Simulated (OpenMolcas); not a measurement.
Mn5+.

- Program: OpenMolcas 26.06
- Method: CASSCF
- Basis: ANO-RCC-VTZP [6s5p3d2f1g]
- Scalar Hamiltonian: DKH2, point nucleus
- Active space: 2 electrons in 5 orbitals (3d)
- State averaging: 2S+1 = 3 even, 10 roots; 2S+1 = 1 even, 15 roots
- Spin-orbit coupling: state interaction with AMFI integrals over the reference wave functions, term energies averaged over their components

Levels without dynamic correlation, in cm-1 above 3d2 3F2:

```tsv
Level	E
3d2 1D2	18834
3d2 3P0	21888
3d2 1G4	28820
3d2 1S0	69682
```

On this reference, SS-CASPT2, IPEA 0.25 Eh, imaginary shift 0.1 Eh (closed shells correlated: 3s 3p) puts 3d2 1D2 at 15280 cm-1.

Q: Estimate the other levels at that method by one scale factor, and say how well it serves.

A: The factor is 15280 / 18834 = 0.811. Scaled values beside those that SS-CASPT2 gives and measured ones (Corliss and Sugar, J. Phys. Chem. Ref. Data 6, 1253 (1977)):
```
  Level  Scaled  SS-CASPT2  Miss (%)  Measured
3d2 3P0   17751      18560      -4.4     17782
3d2 1G4   23373      26060     -10.3     25511
3d2 1S0   56512      60850      -7.1
```
For these levels the scaled values miss SS-CASPT2 by up to 10.3 %, as correlation changes each term by its own factor, spin-orbit parts do not scale and CASPT2 has its own spread within terms. This holds within one configuration; levels of others move differently, and the target method has errors of its own against measurement.

Term energies are means over components that CASPT2 splits; among the terms shown or strongly mixed into the levels shown the widest spread is 770 cm-1 (3d2 1G, SS-CASPT2). Without dynamic correlation excited terms often stand tens of per cent too high (terms of higher spin than the ground term too low), and those without a measured partner can miss by more than the paired ones (holds for CASSCF). Computed and measured levels are paired by configuration, term and J; levels that our copy of the source lacks, or whose pairing is in doubt (as where it misses far off the trend of its configuration), stay unpaired and out of the deviations. Levels of configurations outside the active space are missing.
